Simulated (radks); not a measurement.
Values are calculated unless marked as measured or tabulated.
Task: These are the eigenvalues of the occupied orbitals of an atom or ion with whole-number occupations (Ry). Code: a radial shooting solver on a logarithmic mesh with Libxc functionals. Model: scalar-relativistic Kohn-Sham, LDA (Slater exchange, Perdew-Wang correlation), spin-polarised, spherical densities, finite nucleus; Fermi nuclear charge, rms radius of each element as measured or else 0.836 A^(1/3) + 0.57 fm.

orbital  eigenvalue
1s up     -806.1606
1s down   -806.0970
2s up     -102.4003
2s down   -102.3493
2p up     -89.84344
2p down   -89.77650
3s up     -13.92645
3s down   -13.79693
3p up     -10.06200
3p down    -9.93394
3d up      -3.68576
3d down    -3.56919
4s up      -1.74187
4s down    -1.61666
4p up      -1.03096

Which element is it, and in what charge state? The configuration may be excited. Open shells, if any, are filled with parallel spins first.

Result: Z = 32, germanium, charge +1: Ge+ in [Ne] 3s2 3p5 3d10 4s2 4p2. The list shows which subshells hold electrons but not how many an open one holds; the 1s level, -403.08 hartree, gives Z - s = 28.4 by -(Z - s)^2/2, which with screening and relativity narrows Z to a few neighbours, and the depths of the outer levels then fix element, charge and occupations together.
